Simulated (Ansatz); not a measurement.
Relaxation of H5NO3Si (10 atoms, charge 0, multiplicity 1), to a largest force component of 0.02 eV/Å in at most 40 steps.

All numbers below come from RKS B3LYP/6-31G* in Ansatz.

```xyz
10
Properties=species:S:1:pos:R:3:forces:R:3
Si 0.000 0.000 0.000 0.31 0.45 1.83
N 0.000 0.000 1.820 0.10 -0.42 -1.01
H -0.877 -0.271 2.350 1.91 0.75 -0.54
H 0.877 0.271 2.350 -1.93 -0.59 -0.67
O 1.584 0.000 -0.559 -0.39 -1.54 0.11
H 1.901 -0.952 -0.676 -0.55 1.71 0.19
O -0.791 1.371 -0.559 -1.28 -1.10 -0.37
H -1.749 1.140 -0.782 1.73 0.48 0.25
O -0.791 -1.371 -0.559 -0.78 -0.39 1.63
H -1.246 -1.837 0.213 0.87 0.65 -1.41
```

Q: Where does it end, and by what steps?

A: It converged. The force dipped under the threshold on the way, but the program's further checks kept it going. After 12 steps the energy has fallen by 0.706 eV; H3 moved furthest, 0.89 Å.

```csv
step,energy less start (eV),largest force component (eV/Å),accepted
0,0.0000,1.928,yes
1,-0.4178,0.960,yes
2,-0.5603,0.648,yes
3,-0.6071,0.455,yes
4,-0.6190,0.224,yes
5,-0.6440,0.468,yes
6,-0.6884,0.358,yes
7,-0.7024,0.097,yes
8,-0.7042,0.057,yes
9,-0.7064,0.016,yes
10,-0.6992,0.519,no
11,-0.7064,0.080,no
12,-0.7065,0.010,yes
```

```xyz
10
Properties=species:S:1:pos:R:3
Si -0.063 -0.082 0.177
N -0.086 -0.105 1.889
H -0.651 0.587 2.365
H 0.780 -0.274 2.384
O 1.483 0.059 -0.400
H 1.723 -0.648 -1.015
O -1.045 1.183 -0.243
H -1.417 1.123 -1.134
O -0.621 -1.494 -0.510
H -1.196 -1.997 0.083
```

The run took 59 s on 1 thread of Arm Neoverse V1, on a shared host, peak memory 0.18 GiB.
